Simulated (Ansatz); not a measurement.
Process, species as SMILES: [CH2-][Si](C)(O)O -> C[Si](C)([O-])O
Geometries: B3LYP-D3(BJ)/def2-TZVP minima from Ansatz (an electronic-structure program), one conformer each, not searched for the lowest.

Property: isomerisation energy (electronic energy difference), in kcal/mol. Valence correlation only, unless marked. No spin-orbit coupling. Non-relativistic. Anions need diffuse functions: aug- sets have them; def2-D sets add few; the other sets have none. CBS marks a two-point X^-3 extrapolation of the correlation energy; Hartree-Fock from the larger set.

Level to compare with: CCSD(T)/CBS(aug-cc-pV(T+d)Z,aug-cc-pV(Q+d)Z) (Ansatz), -26.1 kcal/mol. It is a level with limits of its own, and the differences hold the functionals' basis error too.

Rank these functionals by how close they come to CCSD(T)/CBS(aug-cc-pV(T+d)Z,aug-cc-pV(Q+d)Z), closest first: SVWN5/def2-TZVPD (Ansatz); PBE/def2-TZVPD (Ansatz); revPBE/def2-TZVPD (Ansatz).

PBE/def2-TZVPD (GGA, -26.6 kcal/mol, difference -0.5), revPBE/def2-TZVPD (GGA, -27.6 kcal/mol, difference -1.5), SVWN5/def2-TZVPD (LDA, -23.5 kcal/mol, difference 2.6)
